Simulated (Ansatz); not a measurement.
`O[AsH][SiH3]` + `NN` → `NN[SiH3]` + `O[AsH2]` at 400 K and 1 bar (cleavage of the Si–As bond).

Gas-phase electronic energies from Ansatz, PBE0-D4/def2-TZVP geometries. CBS: MP2 limit from def2 TZ/QZ plus the TZ coupled-cluster correction, frozen cores. This one scheme is used for every species. For As outer-core shells are correlated without core-valence functions, which leaves a few kJ/mol of doubt a bond. Scalar relativity is left out up to krypton. Each species was taken in one conformer, which may not be the lowest.

```
       species  CCSD(T)/CBS energy (Eh)  H − E (kJ/mol)  S (J/(mol·K))
`O[AsH][SiH3]`              -2602.26090           151.1          355.8
          `NN`               -111.76471           157.2          244.6
    `NN[SiH3]`               -402.05945           204.8          328.7
     `O[AsH2]`              -2311.97217            94.9          282.5
```

H − E and S are ideal-gas, rigid-rotor, harmonic terms from PBE0-D4/def2-TZVP, for one conformer and one mirror image of each species. 1 Eh = 2625.50 kJ/mol, R = 8.31446 J/(mol·K).

**Question.** By hand: ΔE, ΔH, ΔS and ΔG.

**Answer.** ΔE = (-402.05945) + (-2311.97217) − (-2602.26090) − (-111.76471) = -0.00601 Eh = -15.8 kJ/mol. Δ(H − E) = 204.8 + 94.9 − 151.1 − 157.2 = -8.6, so ΔH = -24.4 kJ/mol. ΔS = 328.7 + 282.5 − 355.8 − 244.6 = 10.8 J/(mol·K). ΔG = -24.4 − 400 × (10.8)/1000 = -28.7 kJ/mol.

**Question.** By hand: the equilibrium constant, and the temperature at which ΔG would vanish if ΔH and ΔS stayed fixed.

**Answer.** log₁₀ K = −ΔG/(RT ln 10) = 3.7. ΔH and −TΔS have one sign here, so there is no such temperature.

The number of gas molecules stays the same, so ΔS is small and ΔH decides. A doubt of 5 kJ/mol in ΔE shifts log₁₀ K by 0.7 here. Other conformers and mirror images would add mixing entropy, several J/(mol·K) or more a flexible species. These are equilibria of isolated gas molecules and say nothing of rates. Largest T1 diagnostic: 0.012 (customary marks: 0.02 for closed shells, 0.045 for open ones).

ΔS is within the doubt of such terms, so its sign, and with it that verdict, could turn.
